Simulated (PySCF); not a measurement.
**Magnetisability: `CO/C(F)=C/CC(N)=O`, C5H8FNO2**

Cartesian coordinates in Å; atom numbers follow the order of the lines, from 1:
```xyz
17

C     2.763    0.182    0.899
O     1.798    1.185    1.114
C     0.688    1.146    0.355
F    -0.099    2.187    0.705
C     0.311    0.304   -0.597
C    -0.996    0.415   -1.322
C    -2.039   -0.472   -0.636
N    -2.486    0.037    0.532
O    -2.413   -1.530   -1.081
H     3.570    0.397    1.597
H     2.354   -0.811    1.104
H     3.144    0.214   -0.126
H     0.936   -0.536   -0.846
H    -1.350    1.447   -1.322
H    -0.881    0.069   -2.349
H    -3.154   -0.486    1.072
H    -2.154    0.915    0.891
```

Level of theory: GIAO B3LYP/pcSseg-1 magnetisability, rotational g tensor and spin-rotation constants, non-relativistic, gas phase (PySCF 2.14.0). Geometry: GFN2-xTB.

Question: What are the magnetisability and the molar susceptibility?

Answer: Isotropic -1202 × 10⁻³⁰ J/T², or -72.4 × 10⁻⁶ cm³/mol; principal values -1262, -1248, -1095 × 10⁻³⁰ J/T², anisotropy 161 × 10⁻³⁰ J/T² (root of half the summed squared differences of the principal values). The susceptibility is in cgs units.

Question: Split it along the inertial axes a, b, c into diamagnetic and paramagnetic parts about the centre of mass, with the quadrupole moment.

Answer: 
```tsv
axis	χ (10⁻⁶ cm³/mol)	diamagnetic (10⁻⁶ cm³/mol)	paramagnetic (10⁻⁶ cm³/mol)	summed x² of all electrons (Å²)	quadrupole Θ (D Å)
a	-70.7	-491.7	421.0	293.4	-8.76
b	-70.6	-1416.2	1345.6	75.5	+3.17
c	-75.9	-1565.3	1489.4	40.4	+5.58
```
Anisotropies 2χaa − χbb − χcc = +5.1 and 2χbb − χaa − χcc = +5.3 × 10⁻⁶ cm³/mol. Θ is traceless in Buckingham's convention.

Question: And the rotational g tensor?

Answer: 
```
axis  rotational constant (GHz)        g  nuclear part  electronic part
   a                     3.0689  -0.0277        0.5793          -0.6070
   b                     0.8828  -0.0109        0.5471          -0.5581
   c                     0.7889  -0.0083        0.5437          -0.5520
```
Asymmetric top; isotopes 12C, 19F, 1H, 14N, 16O; no vibrational averaging.
